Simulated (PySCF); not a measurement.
B(F)(Br)(OH) (BBrFHO), SMILES OB(Br)F. Geometry optimised at ωB97X-D3(BJ)/def2-SVP. Other conformers were not sampled.

PySCF with TDDFT-ωB97X/def2-SVPD puts the lowest singlet excitations at 7.53, 7.99, 8.13, 8.18, 8.95, 9.17 eV.

Question: What are the lowest excitation roots from ADC(2)/aug-cc-pVDZ run with PySCF? (The exact figures need the calculation; the answer reports its results.)

Answer: 7.70, 7.80, 7.83, 8.27, 8.78, 8.80 eV. S1 differs by 0.17 eV (second minus first; roots are paired by order, and the bases may differ).
